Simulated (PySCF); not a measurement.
H4OSeSiZn, SMILES [SiH3][O][Zn][SeH].

Coordinates come from a B3LYP-D3(BJ)/def2-SVP optimisation. The structure was generated by enumeration; whether it is a known compound was not checked. The values are those of a single conformer.

Two levels are set side by side: TDA-PBE/def2-SVPD (PySCF) and TDA-M06-2X/def2-SVPD (PySCF). Vertical, same geometry. The lowest singlet is HOMO→LUMO 100 % with PBE and HOMO→LUMO 94 % with the other functional; states are paired by order. Differences are taken from unrounded values.

```
quantity                              TDA-M06-2X  TDA-PBE  TDA-PBE minus TDA-M06-2X
------------------------------------  ----------  -------  ------------------------
lowest singlet excitation (eV)              4.73     4.06                     -0.67
lowest triplet excitation (TDA) (eV)        4.45     3.74                     -0.70
```

A lower first singlet is the usual sign of a functional without exact exchange. Differences between two approximate levels are no errors against the true value.

Rough cost on one machine, each run with all the roots and properties that it gave: TDA-M06-2X against TDA-PBE about 9 times.
